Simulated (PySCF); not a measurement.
A GIAO shielding run with PySCF 2.14.0 with density-fitted response routines (density fitting, non-relativistic, gas phase) on SMILES ClC[C@H](C(Cl)Cl)[Si](Cl)(Cl)Cl, C$_{3}$H$_{4}$Cl$_{6}$Si:

```
$ OMP_NUM_THREADS=1 python probes_run.py task.json out

{"job": {"kind": "nmr", "xc": "PBE0", "basis": "pcSseg-1"}, "charge": 0, "multiplicity": 1}
Cl     0.887974     1.922276     1.736500
C     -0.335991     0.713042     1.287161
C     -0.212989     0.366698    -0.194935
C     -1.276863    -0.644272    -0.592211
Cl    -1.082376    -2.166476     0.306712
Cl    -2.917862    -0.006450    -0.305672
Si     1.575257    -0.232148    -0.663903
Cl     2.674420     1.364501    -1.201445
Cl     1.407222    -1.458596    -2.265705
Cl     2.407161    -1.224505     0.868384
H     -1.312315     1.144203     1.508620
H     -0.167290    -0.163537     1.911961
H     -0.422974     1.278625    -0.764623
H     -1.224053    -0.893833    -1.653008
```

Hardware: 1 thread of an Arm Neoverse N1, shared host. The job also computes population analyses, field gradients.

Problem. How large is the calculation?

Solution. 138 electrons, 239 basis functions and 1408 auxiliary functions.

Problem. How long does it take, and how much memory does it need?

Solution. 120 s of wall time, with 14 SCF cycles and 5 response iterations; peak memory 1.1 GiB. Times on a shared host scatter by some tens of per cent.
